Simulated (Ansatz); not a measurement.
```yaml
crystal:
  periodic: [false, false, false]
  atoms:
    - {symbol: C, position_ang: [0.372247, -0.933462, 1.712880]}
    - {symbol: C, position_ang: [0.619148, -0.520651, 0.619607]}
    - {symbol: C, position_ang: [0.060593, -0.463760, -0.275169]}
    - {symbol: Si, position_ang: [-0.715139, 0.925584, -1.151237]}
    - {symbol: F, position_ang: [-0.925920, 1.000335, -2.379387]}
    - {symbol: F, position_ang: [-1.515500, 1.811258, -0.162531]}
    - {symbol: F, position_ang: [0.241565, 1.855426, -0.959438]}
    - {symbol: H, position_ang: [-0.627874, -1.206354, 1.821310]}
    - {symbol: H, position_ang: [0.842906, -0.816443, 2.456318]}
    - {symbol: H, position_ang: [1.556096, 0.066886, 0.629411]}
    - {symbol: H, position_ang: [-0.651225, -1.103434, -0.635737]}
    - {symbol: H, position_ang: [0.610562, -0.581689, -1.444071]}
basis:
  gaussian: {orbitals: "6-31++G**", final_grid: {core_spheres: 5, valence_spheres: 4, degree: 11}}
hamiltonian: {xc: {name: PBEsol}, dispersion: d3bj}
relax: {f_tol: 0.001, max_steps: 2}
```

```sh
$ ansatz run in.yaml --threads 4 --pin off --events-out ev --progress --plain --max-ram 11315MiB
```

Output, abridged:

```
Functional definition: PBEsol
  name "PBEsol"
  cite "Perdew et al., Phys. Rev. Lett. 100, 136406 (2008) doi:10.1103/PhysRevLett.100.136406"
  cite "Perdew, Burke & Ernzerhof, Phys. Rev. Lett. 77, 3865 (1996) doi:10.1103/PhysRevLett.77.3865"
  parent pbesol
  exchange = pbesol_x
  correlation = pbesol_c
1575 factors; their error is unknown
mean field evaluation 1: about -19106.0785 eV, gradient 1.2e2 eV
mean field evaluation 2: about -18850.7098 eV, gradient 2.7e2 eV
mean field evaluation 4: about -19136.1664 eV, gradient 3.7e1 eV
mean field evaluation 8: about -19139.0245 eV, gradient 4.4e-1 eV
mean field evaluation 16: about -19138.9381 eV, gradient 2.7e-3 eV
mean field -19138.93812975 eV, -703.3430034299 hartree, gradient 3.0e-5 eV, S^2 0.000000; 0 other end points of the search recorded, 0 dependent functions left out
the calculation of the forces begins
reference -19138.93822261 eV, -703.3430068427 hartree; 32, 32 occupied and 135, 135 virtual orbitals, 1575 factors
relax step   1: F+E_penalty+E_count = -19139.04474859 eV  Δ(F+E_penalty+E_count) = +0.000e0 eV  max|allowed force component| = 4.138e1 eV/Å  Δτ_max = 0.0000 Å  (36 SCF iters, accepted)
these checks for a lower state are left out or cut short: starts, cluster_reference, orbital_swaps, neighbouring_geometries, increment
1575 factors; their error is unknown
mean field -19152.81711017 eV, -703.8530465529 hartree, gradient 3.7e-5 eV, S^2 0.000000; 0 other end points of the search recorded, 0 dependent functions left out
the calculation of the forces begins
reference -19152.81720243 eV, -703.8530499435 hartree; 32, 32 occupied and 135, 135 virtual orbitals, 1575 factors
relax step   2: F+E_penalty+E_count = -19152.92316461 eV  Δ(F+E_penalty+E_count) = -1.388e1 eV  max|allowed force component| = 1.366e1 eV/Å  Δτ_max = 0.1949 Å  (38 SCF iters, accepted)
Error: geometry relaxation did not converge after 2 steps: max|allowed force component| = 1.37e1 eV/Å (threshold 1.0e-3). Raise `relax.max_steps` over both its present limit and 2, loosen `relax.f_tol`, or start from a geometry closer to equilibrium. Where this run's directory can be resumed (`checkpoint.write`), a resume goes on for up to `relax.max_steps` more
```

Question: What is wrong with this run?

Answer: The relaxation is allowed too few steps for its threshold. The run did not converge.
